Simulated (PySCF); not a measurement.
C₃H₁₀AlN, SMILES CC[N](C)[AlH2]. Coordinates come from a PBE-D3(BJ)/def2-SVP optimisation. One conformer was computed; it need not be the lowest.

Computed equilibrium geometry at PBE-D3(BJ)/def2-SVP (PySCF confirms it by a frequency run) as bond lengths and angles (one conformer of several):
Atoms: Al1 H2 H3 N4 C5 C6 C7 H8 H9 H10 H11 H12 H13 H14 H15. Bonds (Å): Al1–H2 1.598, Al1–H3 1.598, Al1–N4 1.802, N4–C5 1.454, N4–C6 1.461, C5–H8 1.115, C5–H9 1.117, C5–H10 1.109, C6–C7 1.533, C6–H11 1.118, C6–H12 1.112, C7–H13 1.109, C7–H14 1.109, C7–H15 1.109. Bond angles (°): H2–Al1–H3 126.0, H2–Al1–N4 116.9, H3–Al1–N4 117.1, Al1–N4–C5 123.1, Al1–N4–C6 122.5, C5–N4–C6 114.4, N4–C5–H8 112.9, N4–C5–H9 111.5, N4–C5–H10 110.5, H8–C5–H9 106.9, H8–C5–H10 107.1, H9–C5–H10 107.6, N4–C6–C7 114.7, N4–C6–H11 109.4, N4–C6–H12 108.3, C7–C6–H11 109.1, C7–C6–H12 108.9, H11–C6–H12 106.1, C6–C7–H13 112.1, C6–C7–H14 110.6, C6–C7–H15 110.7, H13–C7–H14 107.3, H13–C7–H15 107.8, H14–C7–H15 108.2.
Charge 0, spin multiplicity 1.
